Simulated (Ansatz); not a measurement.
Consider the cleavage of the Si–B bond: `B[SiH](Cl)O[SiH3]` + H₂S → `[SiH3]O[SiH](S)Cl` + BH₃.

Gas-phase electronic energies from Ansatz, PBE0-D4/def2-TZVP geometries. CCSD(T)/CBS adds triple-zeta CCSD(T) − MP2 to the extrapolated MP2 energy (def2 sets, frozen cores). This one scheme is used for every species. DFT in def2-TZVPP. B3LYP here is the variant with VWN-RPA as its local correlation; programs differ in this. Each species was taken in one conformer, which may not be the lowest.

```csv
level,ΔE (kcal/mol),difference from CCSD(T)/CBS
PBE-D4,-17.7,2.1
B3LYP-D4,-19.2,0.6
ωB97X-V,-19.2,0.6
ωB97M-V,-20.3,-0.5
B2PLYP,-19.4,0.4
PBE,-16.8,3.0
PBE0,-18.0,1.8
HF/def2-QZVPP,-19.8,0.0
SCS-MP2/def2-QZVPP,-21.2,-1.4
CCSD/CBS(def2),-19.4,0.4
CCSD(T)/CBS,-19.8,0
```

Largest T1 diagnostic among the species: 0.011.

From PBE to PBE0 (25 % exact exchange), in def2-TZVPP and without D4, ΔE moves by −1.2 kcal/mol. The D4 term adds −1.4 kcal/mol with B3LYP and −0.7 kcal/mol with PBE0; it sums over pairs of atoms, weighted by their polarisabilities, and B3LYP, whose exchange is more repulsive, gets the larger term.
